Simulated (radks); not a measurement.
Problem. Radial electron density D(r) = 4 pi r^2 rho(r) of an atom or ion with 50 electrons. Calculated with a radial shooting solver on a logarithmic mesh with Libxc functionals: non-relativistic Kohn-Sham, LDA (Slater exchange, Perdew-Wang correlation), spin-unpolarised, spherical densities, point nucleus.

| r (bohr) | D(r) (e/bohr) |
|---|---|
| 0.003417 | 17.67 |
| 0.003883 | 21.50 |
| 0.004449 | 26.26 |
| 0.005097 | 31.73 |
| 0.005793 | 37.52 |
| 0.006637 | 44.24 |
| 0.007604 | 51.38 |
| 0.008642 | 58.23 |
| 0.009901 | 65.27 |
| 0.01134 | 71.59 |
| 0.01289 | 76.44 |
| 0.01477 | 79.96 |
| 0.01692 | 81.47 |
| 0.01923 | 81.04 |
| 0.02204 | 78.99 |
| 0.02525 | 76.14 |
| 0.02869 | 73.90 |
| 0.03287 | 73.39 |
| 0.03766 | 76.04 |
| 0.0428 | 81.82 |
| 0.04904 | 90.75 |
| 0.05618 | 100.5 |
| 0.06437 | 108.1 |
| 0.07316 | 110.8 |
| 0.08382 | 107.7 |
| 0.09603 | 100.0 |
| 0.1091 | 91.93 |
| 0.125 | 86.87 |
| 0.1433 | 87.98 |
| 0.1628 | 93.17 |
| 0.1865 | 97.64 |
| 0.2137 | 94.67 |
| 0.2429 | 82.76 |
| 0.2783 | 64.12 |
| 0.3188 | 47.45 |
| 0.3624 | 39.78 |
| 0.4151 | 40.66 |
| 0.4756 | 45.06 |
| 0.5406 | 45.88 |
| 0.6193 | 40.14 |
| 0.7096 | 29.70 |
| 0.8064 | 19.61 |
| 0.9239 | 11.58 |
| 1.059 | 6.740 |
| 1.213 | 3.959 |
| 1.378 | 2.262 |
| 1.579 | 1.056 |
| 1.809 | 0.3819 |
| 2.056 | 0.1099 |
| 2.356 | 0.02059 |
| 2.699 | 0.002558 |
| 3.068 | 0.0002357 |

What is the nuclear charge?

Solution. Z = 64. The innermost maximum, from 1s, lies near 1/Z = 0.0156 bohr (found: 0.0175), and its height grows with Z. The density is that of the gadolinium ion Gd14+ in [Kr] 4d10 4f2 5s2; the configuration itself is not fixed sharply by these data, and Z only to a few units. D(r) has 4 maxima, at r = 0.0175, 0.0732, 0.191, 0.519 bohr, and minima at 0.0316, 0.130, 0.380 bohr, inside which lie 1.97, 11.42, 29.24 electrons.
